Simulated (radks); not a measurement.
Results of a calculation; reference values are marked as such.
Correlation energies from several functionals, in hartree. Species: Re2+ [Xe] 4f14 5d5; Li+ [He]; Li [He] 2s1; B4+ 1s1; Sb [Kr] 4d10 5s2 5p3. Code: a radial shooting solver on a logarithmic mesh with Libxc functionals. Model: non-relativistic Kohn-Sham, exchange-only LDA, spin-polarised, spherical densities, point nucleus. Every spin shell is full or empty, so the densities are truly spherical. Functionals are evaluated on that one density, not self-consistently.

functional     Re2+        Li+         Li         B4+       Sb
PW92        -7.5848   -0.13341   -0.14961   -0.040457  -4.8305
VWN5        -7.6170   -0.13405   -0.15028   -0.040386  -4.8520
Chachiyo    -7.4970   -0.13015   -0.14646   -0.040032  -4.7659
PBE         -4.4306  -0.044064  -0.050541  -0.0061957  -2.6985
PBEsol      -4.9655  -0.055879  -0.063937  -0.0086990  -3.0552
P86         -4.9749  -0.044601  -0.051983   0.0041676  -3.0616
AM05        -7.1433   -0.11618   -0.13059   -0.035314  -4.5022
OP (B88)    -3.8522  -0.060196  -0.061564           0  -2.4732
TPSS        -4.4251  -0.045180  -0.048734           0  -2.6986
SCAN        -4.4741  -0.040152  -0.045711           0  -2.6993
B95         -5.4914  -0.049650  -0.053408           0  -3.2801
